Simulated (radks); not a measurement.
Values are calculated unless marked as measured or tabulated.
Problem. All-electron atom: Ag in [Kr] 4d9 5s1 5p1 (not the ground configuration). Level of theory: non-relativistic Kohn-Sham, PBE, spin-polarised, spherical densities, point nucleus; open shells are filled with parallel spins first (spin-orbit coupling, left out, can overturn this in heavy ions); relativity is left out, which matters for an element this heavy (a radial shooting solver on a logarithmic mesh with Libxc functionals). Some entries of the table are withheld. Estimate them.

orbital,occ.,eigenvalue (eV),<1/r> (bohr^-1)
1s up,1,-24534.54,46.48
1s down,1,-24534.51,46.48
2s up,1,-3543.299,10.57
2s down,1,-3543.097,10.57
2p up,3,-3297.609,10.57
2p down,3,-3297.451,10.57
3s up,1,-651.6164,3.762
3s down,1,-651.5010,3.762
3p up,3,-552.6371,3.679
3p down,3,-552.5052,3.679
3d up,5,-369.7436,3.527
3d down,5,-369.5548,3.527
4s up,1,-94.0447,1.456
4s down,1,-93.2468,1.457
4p up,3,-62.8673,1.340
4p down,3,-62.0402,1.342
4d up,5,-13.4025,1.013
4d down,4,-12.4165,1.021
5s up,1,(1),0.4272
5s down,0,(2),0.4285
5p up,1,-2.4704,0.3105

Solution. 
(1) 5s up eigenvalue (eV): -6.7326
(2) 5s down eigenvalue (eV): -5.2115
